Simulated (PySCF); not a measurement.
Two-component Hartree-Fock for Ta³⁸⁺ (tantalum, charge +38)

Start: [Ar] 3d10 4s2 4p5; 4p1/2 filled at m_j = -1/2, +1/2; 4p3/2 filled at m_j = -1/2, +1/2, +3/2. Calculated with PySCF 2.14 in an even-tempered Gaussian basis (16 s from 4.3 bohr⁻², ratio 2.8; 14 p from 5.6 bohr⁻², ratio 2.8; 8 d from 10 bohr⁻², ratio 2.8; 4 f from 27 bohr⁻², ratio 3): generalised Hartree-Fock with the X2C-1e Hamiltonian and a Gaussian nucleus; one run each with spin-orbit coupling (SO) switched off, then screened by Boettger's factors.

| spinor shell | electrons | ε, spin-free (eV) | ε, screened SO (eV) | weight of nominal j (screened SO) | rms radius, screened SO (bohr) |
| --- | --- | --- | --- | --- | --- |
| 1s1/2 | 2 | -69471.0 | -69450.0 | 1.000 | 0.0211 |
| 2s1/2 | 2 | -13474.6 | -13467.3 | 1.000 | 0.0853 |
| 2p1/2 | 2 | -12021.3 | -12928.2 | 1.000 | 0.0725 |
| 2p3/2 | 4 | -12021.3 | -11650.0 | 1.000 | 0.0798 |
| 3s1/2 | 2 | -4389.2 | -4386.2 | 1.000 | 0.216 |
| 3p1/2 | 2 | -3946.0 | -4150.2 | 1.000 | 0.207 |
| 3p3/2 | 4 | -3946.0 | -3859.7 | 1.000 | 0.221 |
| 3d3/2 | 4 | -3436.4 | -3472.2 | 1.000 | 0.194 |
| 3d5/2 | 6 | -3436.4 | -3409.3 | 1.000 | 0.198 |
| 4s1/2 | 2 | -1986.9 | -1985.8 | 1.000 | 0.455 |
| 4p1/2 | 2 | -1822.9 | -1885.2 | 0.999 | 0.451 |
| 4p3/2 | 3 | -1822.9 | -1796.3 | 1.000 | 0.475 |

```
   quantity     spin-free   screened SO
E (hartree)  -14716.67505  -14735.15741
        M_J           3/2           3/2
       ⟨J²⟩         3.751         3.751
       ⟨L²⟩         2.001         2.067
       ⟨S²⟩         0.750         0.817
```

Each row is a mean over spinors that exchange with the open shell spreads, by up to 12.226 eV (4s1/2).

Breit and QED terms are absent; they matter most for the inner s and p1/2 levels.

Densities and radii are taken from the X2C orbitals without a picture-change correction, which distorts them close to the nucleus.

Without spin-orbit coupling the j labels of p, d and f shells carry no meaning; the spin-free column gives the mean over the occupied spinors of each nl shell.
